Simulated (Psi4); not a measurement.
Level of theory: SAPT0/jun-cc-pVDZ, frozen core run with Psi4 1.11.

Psi4 input:

```
molecule {
0 1
F 1.20359819 -0.47998595 -0.24966417
C -0.00278469 0.05798042 -0.02336328
F -0.93044468 -0.72119323 -0.59662811
F -0.21935449 0.07455105 1.29911677
H -0.05101434 1.06864771 -0.42946122
--
0 1
Si 0.09934594 1.29915082 -3.64440654
Si -2.06896733 2.06478310 -3.18828499
H 0.18418431 -0.16559262 -3.42680063
H 1.07902825 1.96808890 -2.75403185
H 0.46243376 1.59089266 -5.05262450
H -2.15233867 3.53041518 -3.40040470
H -3.04805308 1.40004451 -4.08245039
H -2.43408467 1.76796479 -1.78165213
units angstrom
symmetry c1
no_reorient
no_com
}
set basis jun-cc-pvdz
set scf_type df
set freeze_core true
energy('sapt0')
```

Part of the output:

```
    SAPT Results
  --------------------------------------------------------------------------------------------------------
    Electrostatics                  0.34997321 [mEh]       0.21961151 [kcal/mol]       0.91885454 [kJ/mol]
      Elst10,r                      0.34997321 [mEh]       0.21961151 [kcal/mol]       0.91885454 [kJ/mol]

    Exchange                        2.92946675 [mEh]       1.83826814 [kcal/mol]       7.69131388 [kJ/mol]
      Exch10                        2.92946675 [mEh]       1.83826814 [kcal/mol]       7.69131388 [kJ/mol]
      Exch10(S^2)                   2.92550200 [mEh]       1.83578022 [kcal/mol]       7.68090443 [kJ/mol]

    Induction                      -0.56743177 [mEh]      -0.35606881 [kcal/mol]      -1.48979190 [kJ/mol]
      Ind20,r                      -1.28528591 [mEh]      -0.80652908 [kcal/mol]      -3.37451769 [kJ/mol]
      Exch-Ind20,r                  0.88471843 [mEh]       0.55516919 [kcal/mol]       2.32282791 [kJ/mol]
      delta HF,r (2)               -0.16686428 [mEh]      -0.10470892 [kcal/mol]      -0.43810212 [kJ/mol]

    Dispersion                     -2.23142948 [mEh]      -1.40024314 [kcal/mol]      -5.85861730 [kJ/mol]
      Disp20                       -2.40615922 [mEh]      -1.50988771 [kcal/mol]      -6.31737016 [kJ/mol]
      Exch-Disp20                   0.17472974 [mEh]       0.10964457 [kcal/mol]       0.45875286 [kJ/mol]
      Disp20 (SS)                  -1.20307961 [mEh]      -0.75494385 [kcal/mol]      -3.15868508 [kJ/mol]
      Disp20 (OS)                  -1.20307961 [mEh]      -0.75494385 [kcal/mol]      -3.15868508 [kJ/mol]
      Exch-Disp20 (SS)              0.09923827 [mEh]       0.06227296 [kcal/mol]       0.26055005 [kJ/mol]
      Exch-Disp20 (OS)              0.07549146 [mEh]       0.04737161 [kcal/mol]       0.19820281 [kJ/mol]

  Total HF                          2.71200819 [mEh]       1.70181083 [kcal/mol]       7.12037653 [kJ/mol]
  Total SAPT0                       0.48057871 [mEh]       0.30156769 [kcal/mol]       1.26175923 [kJ/mol]
```
